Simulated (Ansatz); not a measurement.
`C[O][Ge][S]C` + H₂ → `C[O][GeH]` + CH₃SH at 600 K and 1 bar (hydrogenolysis of a Ge–S bond).

Calculated with Ansatz (gas phase, PBE0-D4/def2-TZVP geometries, no zero-point term in ΔE). CCSD(T)/CBS is the MP2 limit (def2-TZVPP, def2-QZVPP) plus CCSD(T) − MP2 in def2-TZVPP, frozen cores. This one scheme is used for every species. For Ge outer-core shells are correlated without core-valence functions, which leaves a few kJ/mol of doubt a bond. Scalar relativity is left out up to krypton. One conformer a species, not always the lowest.

| species | CCSD(T)/CBS energy (Eh) | H − E (kJ/mol) | S (J/(mol·K)) |
| --- | --- | --- | --- |
| `C[O][Ge][S]C` | -2628.80748 | 277.3 | 475.1 |
| H₂ | -1.17544 | 43.9 | 150.8 |
| `C[O][GeH]` | -2191.71863 | 165.7 | 349.1 |
| CH₃SH | -438.22835 | 152.3 | 296.8 |

H − E and S are ideal-gas, rigid-rotor, harmonic terms from PBE0-D4/def2-TZVP, for one conformer and one mirror image of each species. The MP2-based limit puts H₂ 0.8 mEh under its directly extrapolated value; such offsets cancel only in part. 1 Eh = 2625.50 kJ/mol, R = 8.31446 J/(mol·K).

Q: By hand: ΔE, ΔH, ΔS and ΔG.

A: ΔE = (-2191.71863) + (-438.22835) − (-2628.80748) − (-1.17544) = 0.03594 Eh = 94.4 kJ/mol. Δ(H − E) = 165.7 + 152.3 − 277.3 − 43.9 = -3.2, so ΔH = 91.2 kJ/mol. ΔS = 349.1 + 296.8 − 475.1 − 150.8 = 20.0 J/(mol·K). ΔG = 91.2 − 600 × (20.0)/1000 = 79.2 kJ/mol.

Q: By hand: the equilibrium constant, and the temperature at which ΔG would vanish if ΔH and ΔS stayed fixed.

A: log₁₀ K = −ΔG/(RT ln 10) = -6.9. ΔG = 0 at ΔH/ΔS = 4560 K, far beyond where these terms or the molecules hold.

ΔH outweighs TΔS. A doubt of 5 kJ/mol in ΔE shifts log₁₀ K by 0.4 here. Other conformers and mirror images would add mixing entropy, several J/(mol·K) or more a flexible species. These are equilibria of isolated gas molecules and say nothing of rates. Largest T1 diagnostic: 0.016 (customary marks: 0.02 for closed shells, 0.045 for open ones).
